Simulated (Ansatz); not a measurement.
`FB(F)Br` + `CNC` → `CN(C)B(F)F` + HBr at 600 K and 1 bar (ligand exchange at a B–Br bond).

Gas-phase electronic energies from Ansatz, PBE0-D4/def2-TZVP geometries. CCSD(T)/CBS is the MP2 limit (def2-TZVPP, def2-QZVPP) plus CCSD(T) − MP2 in def2-TZVPP, frozen cores. For Br outer-core shells are correlated without core-valence functions, which leaves a few kJ/mol of doubt a bond. Scalar relativity is left out up to krypton. One conformer a species, not always the lowest.

```csv
species,CCSD(T)/CBS energy (Eh),H − E (kJ/mol),S (J/(mol·K))
`FB(F)Br`,-2797.85348,59.5,332.0
`CNC`,-135.00321,284.6,333.5
`CN(C)B(F)F`,-358.96075,307.0,425.7
HBr,-2573.91920,33.5,219.1
```

H − E and S are ideal-gas, rigid-rotor, harmonic terms from PBE0-D4/def2-TZVP, for one conformer and one mirror image of each species. 1 Eh = 2625.50 kJ/mol, R = 8.31446 J/(mol·K).

Question: By hand: ΔE, ΔH, ΔS and ΔG.

Answer: ΔE = (-358.96075) + (-2573.91920) − (-2797.85348) − (-135.00321) = -0.02326 Eh = -61.1 kJ/mol. Δ(H − E) = 307.0 + 33.5 − 59.5 − 284.6 = -3.6, so ΔH = -64.7 kJ/mol. ΔS = 425.7 + 219.1 − 332.0 − 333.5 = -20.7 J/(mol·K). ΔG = -64.7 − 600 × (-20.7)/1000 = -52.3 kJ/mol.

Question: By hand: the equilibrium constant, and the temperature at which ΔG would vanish if ΔH and ΔS stayed fixed.

Answer: log₁₀ K = −ΔG/(RT ln 10) = 4.6. ΔG = 0 at ΔH/ΔS = 3126 K, far beyond where these terms or the molecules hold.

ΔH outweighs TΔS. A doubt of 5 kJ/mol in ΔE shifts log₁₀ K by 0.4 here. Other conformers and mirror images would add mixing entropy, several J/(mol·K) or more a flexible species. These are equilibria of isolated gas molecules and say nothing of rates. Largest T1 diagnostic: 0.011 (customary marks: 0.02 for closed shells, 0.045 for open ones).
